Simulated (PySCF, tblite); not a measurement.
Isomers of C7H18N2, one GFN2-xTB conformer each. Single-point energies are computed at PBE0/pcSseg-1 (PySCF, gas phase, no added dispersion term), electronic only.

Problem. Rank them by PBE0/pcSseg-1 energy, lowest first (kJ/mol).
A. `[CH3:1][CH2:2][N:3]([CH3:4])[NH:5][C:6]([CH3:7])([CH3:8])[CH3:9]` with C1–C2–N3–C4 63°, C2–N3–N5–C6 -127°
B. `[CH3:1][NH:2][N:3]([CH3:4])[CH2:5][C:6]([CH3:7])([CH3:8])[CH3:9]` with C1–N2–N3–C4 80°, N2–N3–C5–C6 90°
C. `[CH3:1][N:2]([CH3:3])[NH:4][CH2:5][C:6]([CH3:7])([CH3:8])[CH3:9]` with C1–N2–N4–C5 152°, N2–N4–C5–C6 -156°
D. `[CH3:1][CH2:2][NH:3][N:4]([CH3:5])[C:6]([CH3:7])([CH3:8])[CH3:9]` with C1–C2–N3–N4 176°, C2–N3–N4–C5 88°
E. `[CH3:1][CH2:2][NH:3][NH:4][CH2:5][C:6]([CH3:7])([CH3:8])[CH3:9]` with C1–C2–N3–N4 -171°, C2–N3–N4–C5 -55°, N3–N4–C5–C6 -166°

Solution. E (0.0), A (1.0), D (6.1), C (9.6), B (17.3).

Neighbours under 10 kJ/mol apart (CCNNCC(C)(C)C and CCN(C)NC(C)(C)C; CCN(C)NC(C)(C)C and CCNN(C)C(C)(C)C; CCNN(C)C(C)(C)C and CN(C)NCC(C)(C)C; CN(C)NCC(C)(C)C and CNN(C)CC(C)(C)C) can change places with a better method, another conformer or zero-point energy. GFN2-xTB itself gives, in the same order: 19.2, 0.0, 6.7, 5.4, 10.1. GFN2-xTB puts CCN(C)NC(C)(C)C lowest instead; measured from each level's own lowest isomer, the values differ by up to 19.2 kJ/mol (CCNNCC(C)(C)C: 19.2 against 0.0).

Problem. Which frontier levels, dipoles and rotational constants go with these structures?

Solution. 
```
         SMILES  HOMO (eV, PBE0/pcSseg-1)  LUMO (eV)  dipole (D)       A, B, C (MHz)
  CCNNCC(C)(C)C                     -6.01       1.28        1.57  3495, 654.8, 641.7
CCN(C)NC(C)(C)C                     -5.88       1.28        1.01   2508, 1002, 907.6
CCNN(C)C(C)(C)C                     -6.14       1.36        1.18  2540, 986.7, 878.7
CN(C)NCC(C)(C)C                     -6.33       1.30        1.29  2962, 803.9, 753.8
CNN(C)CC(C)(C)C                     -6.23       1.36        1.65   2431, 1040, 906.3
```

Problem. What happens when harmonic zero-point energies from GFN2-xTB frequencies are added?

Solution. 
```json
{"SMILES": "CCNNCC(C)(C)C", "ZPE (kJ/mol)": "646.8", "electronic (kJ/mol)": "0.0", "with ZPE (kJ/mol)": "2.1"}
{"SMILES": "CCN(C)NC(C)(C)C", "ZPE (kJ/mol)": "643.8", "electronic (kJ/mol)": "1.0", "with ZPE (kJ/mol)": "0.0"}
{"SMILES": "CCNN(C)C(C)(C)C", "ZPE (kJ/mol)": "643.5", "electronic (kJ/mol)": "6.1", "with ZPE (kJ/mol)": "4.8"}
{"SMILES": "CN(C)NCC(C)(C)C", "ZPE (kJ/mol)": "643.4", "electronic (kJ/mol)": "9.6", "with ZPE (kJ/mol)": "8.2"}
{"SMILES": "CNN(C)CC(C)(C)C", "ZPE (kJ/mol)": "643.4", "electronic (kJ/mol)": "17.3", "with ZPE (kJ/mol)": "15.9"}
```

The zero-point energies span 3.4 kJ/mol. CCN(C)NC(C)(C)C becomes the lowest.

Problem. As an exercise, what shares would exp(−E/RT) give at 2000 K from these electronic energies alone (no entropy, no degeneracies)?

Solution. RT = 16.629 kJ/mol: CCNNCC(C)(C)C 28.2 %, CCN(C)NC(C)(C)C 26.6 %, CCNN(C)C(C)(C)C 19.5 %, CN(C)NCC(C)(C)C 15.8 %, CNN(C)CC(C)(C)C 10.0 %.
